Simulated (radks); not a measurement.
Values are calculated unless marked as measured or tabulated.
Charge is removed step by step from the 5s1/2 level of Nd+, starting from [Xe] 4f4 6s1. Level of theory: Dirac Kohn-Sham, LDA (Slater exchange, Perdew-Wang correlation), spin-unpolarised, spherical densities, point nucleus; open shells fill j = l - 1/2 first (a radial shooting solver on a logarithmic mesh with Libxc functionals).

removed (e)  E - E(0) (eV)  eigenvalue (eV)  E minus straight line (eV)
0                    0.000          -46.502                       0.000
0.25                11.989          -49.426                      -1.136
0.5                 24.721          -52.445                      -1.528
0.75                38.218          -55.543                      -1.156
1                   52.498          -58.710                       0.000

Removing the whole electron costs 52.498 eV by Delta-SCF, against 46.502 eV from minus the eigenvalue at the starting occupation. Slater's transition state (half an electron removed) gives 52.445 eV. Integrating minus the eigenvalue over the occupation (Janak's theorem) gives 52.498 eV. The mean slope of the eigenvalue, de/dn, is 12.2 eV per electron.
